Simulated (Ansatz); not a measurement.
This geometry of CH8FNOSi2 (14 atoms, charge 0, multiplicity 1) is a first-order saddle point.

All numbers below come from RKS BHLYP/6-31G* (Ansatz 0.2.0).

```xyz
14
Properties=species:S:1:pos:R:3
N -2.712 -0.426 -0.118
Si -1.269 0.421 -0.485
C 0.267 -0.414 0.235
F 0.193 -0.268 1.653
Si 1.969 0.270 -0.205
O 3.086 -0.406 0.801
H -3.357 -0.716 -0.828
H -3.126 -0.434 0.794
H -1.143 0.426 -1.958
H -1.261 1.804 0.034
H 0.230 -1.485 0.035
H 2.345 -0.096 -1.582
H 1.927 1.740 -0.071
H 2.838 -0.444 1.724
```

Task: Which two structures does it join? (They come from a converged band through this point; their orientation in space is the band's.)

Result: No bond is made or broken. The height of N1 over the plane of its neighbours goes from -0.21 to 0.18 Å.

Image 0:

```xyz
14
Properties=species:S:1:pos:R:3
N -2.657 -0.512 -0.187
Si -1.250 0.446 -0.441
C 0.272 -0.432 0.245
F 0.252 -0.298 1.664
Si 1.970 0.231 -0.263
O 3.032 -0.247 0.903
H -3.450 -0.395 -0.790
H -2.950 -0.736 0.747
H -1.093 0.599 -1.902
H -1.269 1.789 0.180
H 0.208 -1.499 0.037
H 2.392 -0.338 -1.555
H 1.899 1.702 -0.379
H 2.630 -0.339 1.768
```

Image 10:

```xyz
14
Properties=species:S:1:pos:R:3
N -2.786 -0.255 -0.143
Si -1.264 0.462 -0.482
C 0.264 -0.438 0.182
F 0.212 -0.381 1.605
Si 1.969 0.266 -0.236
O 3.028 -0.342 0.873
H -3.084 -1.091 -0.610
H -3.180 -0.191 0.777
H -1.096 0.520 -1.950
H -1.262 1.806 0.120
H 0.231 -1.496 -0.083
H 2.408 -0.162 -1.576
H 1.901 1.741 -0.188
H 2.644 -0.468 1.741
```

Task: How far does it lie above each of them?

Result: 0.8 kJ/mol above the first and 2.1 kJ/mol above the second. This is the barrier of this one path; another mechanism may lie lower.

Run time: 120 s on 2 threads of AMD EPYC 9R45 (Zen 5), on a shared host, peak memory 0.3 GiB.
